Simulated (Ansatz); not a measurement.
One change: `C[CH](C)[Cd][F]` becomes `C[CH](C)[Zn][NH2]`.

Ansatz, PBE0-D4/def2-TZVP geometries, multiplicity 1. Each molecule was computed in one conformer, which needn't be the lowest.

Elements past krypton have def2 core potentials. Scalar relativity is left out up to krypton.

```
                                          property  `C[CH](C)[Cd][F]`
              HOMO–LUMO gap (PBE0/def2-TZVPP) / eV               6.61
               LUMO energy (B3LYP/def2-TZVPP) / eV              -1.15
size of the dipole moment (ωB97M-V/def2-TZVPP) / D               3.61
               HOMO energy (B3LYP/def2-TZVPP) / eV              -7.32
                 LUMO energy (PBE/def2-TZVPP) / eV              -1.67
           HOMO–LUMO gap (ωB97M-V/def2-TZVPP) / eV              10.29
```

**Question.** What does the change do to each property? (Estimate.)

**Answer.** Ansatz gave: 
```tsv
property	`C[CH](C)[Zn][NH2]`	shift
HOMO–LUMO gap (PBE0/def2-TZVPP) / eV	6.52	-0.09
LUMO energy (B3LYP/def2-TZVPP) / eV	-0.30	0.85
size of the dipole moment (ωB97M-V/def2-TZVPP) / D	0.95	-2.66
HOMO energy (B3LYP/def2-TZVPP) / eV	-6.30	1.02
LUMO energy (PBE/def2-TZVPP) / eV	-0.76	0.91
HOMO–LUMO gap (ωB97M-V/def2-TZVPP) / eV	10.19	-0.10
```

With PBE0 the HOMO rises by 0.92 eV and the LUMO rises by 0.83 eV, so the gap narrows by about 0.09 eV. PBE moves the HOMO by 1.22 eV and ωB97M-V by 0.66 eV. Dipoles are sizes alone; their direction can turn.

Positive LUMOs are unbound, so they and the gaps depend on the basis.

B3LYP here is the variant with VWN-RPA as its local correlation; programs differ in this.
